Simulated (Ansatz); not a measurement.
Single points on Al₄B₂⁻.

```yaml
crystal:
  periodic: [false, false, false]
  atoms:
    - {symbol: B, position_ang: [0.283688, 0.218903, 0.183851]}
    - {symbol: B, position_ang: [-0.662753, -0.499606, -0.811704]}
    - {symbol: Al, position_ang: [-0.308898, 0.138027, 2.190029]}
    - {symbol: Al, position_ang: [-2.055124, -1.157220, 0.555562]}
    - {symbol: Al, position_ang: [0.621723, -0.008747, -2.438858]}
    - {symbol: Al, position_ang: [2.121364, 1.308632, 0.321111]}
basis:
  gaussian: {orbitals: def2-SVP, initial_orbitals: start.molden}
total_charge: -1
magnetization: {spin_polarized: true, initial_magnetization: 1}
hamiltonian: {xc: {name: LC-wPBE, parameters: {omega: 0.3/bohr}}}
scf: {omitted_lower_state_checks: [starts]}
output: {orbitals: {seedname: orbitals}}
```

The file start.molden holds the orbitals of an earlier run on this structure, at another level or in another basis.

```sh
$ ansatz run in.yaml --threads 4 --pin off --events-out ev --progress --plain --max-ram 4787MiB
```

Shortened log:

```
Functional definition: LC-wPBE
1080 factors; their error is unknown
347 factors; integrals over basis functions are off by at most 9.6e-6 eV
mean field evaluation 1: about -27715.4767 eV, gradient 4.3e0 eV
mean field evaluation 2: about -27715.6733 eV, gradient 3.2e-1 eV
mean field evaluation 4: about -27715.6119 eV, gradient 7.8e-2 eV
mean field evaluation 8: about -27715.6120 eV, gradient 1.6e-5 eV
mean field -27715.61199809 eV, -1018.5299546131 hartree, gradient 1.6e-5 eV, S^2 0.892147; 0 other end points of the search recorded, 0 dependent functions left out
reference -27715.61199809 eV, -1018.5299546134 hartree; 32, 31 occupied and 68, 69 virtual orbitals, 1080 factors
Total energy: -27715.61199809 eV, -1018.5299546134 hartree
Checks for a lower state left out: starts
```

It took 3.4 s on 4 threads of INTEL XEON PLATINUM 8581C on a shared host.

The first input with `gaussian: {orbitals: def2-TZVPD, initial_orbitals: start.molden}`, `hamiltonian: {xc: r2scan, dispersion: d4}` (abridged; 20 s):

```
Functional definition: r2SCAN
mean field -27735.57134673 eV, -1019.2634471468 hartree, gradient 1.5e-5 eV, S^2 0.799353
Total energy: -27735.65778972 eV, -1019.2666238682 hartree
Checks for a lower state left out: starts
```

First input, but with `hamiltonian: {xc: {name: LC-wPBE, parameters: {omega: 0.2/bohr}}}` (abridged; 3.2 s):

```
Functional definition: LC-wPBE
mean field -27715.25840884 eV, -1018.5169604478 hartree, gradient 2.5e-5 eV, S^2 0.814700
Total energy: -27715.25840885 eV, -1018.5169604484 hartree
Checks for a lower state left out: starts
```

The first input with `gaussian: {orbitals: def2-TZVPD}`, `hamiltonian: {xc: pbe0, dispersion: d4}` (abridged; 16 s):

```
Functional definition: PBE0
mean field evaluation 16: about -27725.1844 eV, gradient 1.4e-2 eV
mean field evaluation 32: about -27725.1844 eV, gradient 2.9e-5 eV
mean field -27725.18444959 eV, -1018.8817357176 hartree, gradient 1.6e-5 eV, S^2 0.793323
Total energy: -27725.55943779 eV, -1018.8955162796 hartree
Checks for a lower state left out: starts
```

First input, but with `hamiltonian: {xc: {name: LC-wPBE, parameters: {omega: 0.1/bohr}}}` (abridged; 2.7 s):

```
Functional definition: LC-wPBE
mean field -27715.03070571 eV, -1018.5085925123 hartree, gradient 2.0e-5 eV, S^2 0.771179
Total energy: -27715.03070578 eV, -1018.5085925150 hartree
Checks for a lower state left out: starts
```

First input, but with `hamiltonian: {xc: {name: LC-wPBE, parameters: {omega: 0.15/bohr}}}` (abridged; 3.2 s):

```
Functional definition: LC-wPBE
mean field -27715.14494485 eV, -1018.5127907233 hartree, gradient 4.9e-6 eV, S^2 0.787983
Total energy: -27715.14494488 eV, -1018.5127907245 hartree
Checks for a lower state left out: starts
```

The first input with `gaussian: {orbitals: def2-TZVPD, initial_orbitals: start.molden}`, `hamiltonian: {xc: pbe, dispersion: d4}` (abridged; 6 s):

```
Functional definition: PBE
mean field -27723.09884070 eV, -1018.8050910045 hartree, gradient 1.3e-5 eV, S^2 0.764416
Total energy: -27723.53089329 eV, -1018.8209686442 hartree
Checks for a lower state left out: starts
```

Geometry: B3LYP-D4/def2-SVP, that of the neutral singlet.

At LC-ωPBE (ω = 0.30 bohr⁻¹)/def2-SVP the charge -1 doublet is spin-contaminated (final ⟨S²⟩ up to 0.89, 0.75 for a pure state). At r2SCAN-D4/def2-TZVPD, PBE-D4/def2-TZVPD the highest occupied level of the charge -1 doublet lies above zero (up to 0.31 eV). By energy differences its removal costs 1.58 eV (vertical, to the charge 0 singlet, at PBE-D4/def2-TZVPD); a positive level beside a positive removal energy at the same level points to self-interaction error. The structure comes from a short search, and lower isomers may exist.
